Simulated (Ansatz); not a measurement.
Consider the substitution at a C–C bond: `C=CC(C)(F)Cl` + `[OH][SnH3]` → `C=C[O][SnH3]` + `CC(F)Cl`.

Gas-phase electronic energies from Ansatz, PBE0-D4/def2-TZVP geometries. CCSD(T)/CBS adds triple-zeta CCSD(T) − MP2 to the extrapolated MP2 energy (def2 sets, frozen cores). DFT in def2-TZVPP. B3LYP here is the variant with VWN-RPA as its local correlation; programs differ in this. def2 core potentials past Kr. For Sn outer-core shells are correlated without core-valence functions, which leaves a few kJ/mol of doubt a bond. One conformer a species, not always the lowest.

```tsv
level	ΔE (kJ/mol)	difference from CCSD(T)/CBS
PBE-D4	18.0	-12.7
r2SCAN-D4	21.3	-9.4
PBE0-D4	21.3	-9.4
B3LYP-D4	19.5	-11.2
B2PLYP	22.7	-8.0
PBE	16.4	-14.3
PBE0	19.9	-10.8
B3LYP	17.2	-13.5
HF/def2-TZVPP	18.7	-12.0
SCS-MP2/def2-TZVPP	30.8	0.1
CCSD/def2-TZVPP	28.7	-2.0
MP2/def2-QZVPP	34.4	3.7
SCS-MP2/def2-QZVPP	31.7	1.0
HF/CBS(def2)	18.2	-12.5
MP2/CBS(def2)	35.2	4.5
CCSD/CBS(def2)	30.3	-0.4
CCSD(T)/CBS	30.7	0
```

Largest T1 diagnostic among the species: 0.015.

In def2-TZVPP, CCSD(T) changes the Hartree–Fock value by +10.3 kJ/mol (the triples alone add +0.4 kJ/mol) and MP2 by +14.8 kJ/mol. From PBE to PBE0 (25 % exact exchange), in def2-TZVPP and without D4, ΔE moves by +3.5 kJ/mol.
